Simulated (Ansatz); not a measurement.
A structure relaxed at PBE0-D4/def2-TZVP, charge 0, multiplicity 1:

```xyz
8

C     0.760   -0.361   -0.086
C    -0.725   -0.242    0.012
S    -1.385    1.334    0.237
Se   -1.833   -1.624   -0.089
H     1.134    0.238   -0.923
H     1.048   -1.399   -0.231
H     1.231    0.021    0.825
H    -0.231    2.032    0.254
```

(1) Give its formula and SMILES.

(2) Point group (tolerance 0.08 Å, 0.16 Å for H)?

(3) Summarise the bond lengths by kind.

Answers

(1) C2H4SSe, `CC(S)=[Se]`.

(2) Cs.

(3) 1 × C–C 1.493 Å; 3 × C–H 1.088 to 1.095 Å; 1 × C–S 1.723 Å; 1 × C–Se 1.774 Å; 1 × H–S 1.349 Å.

Program: Ansatz 0.2.0.
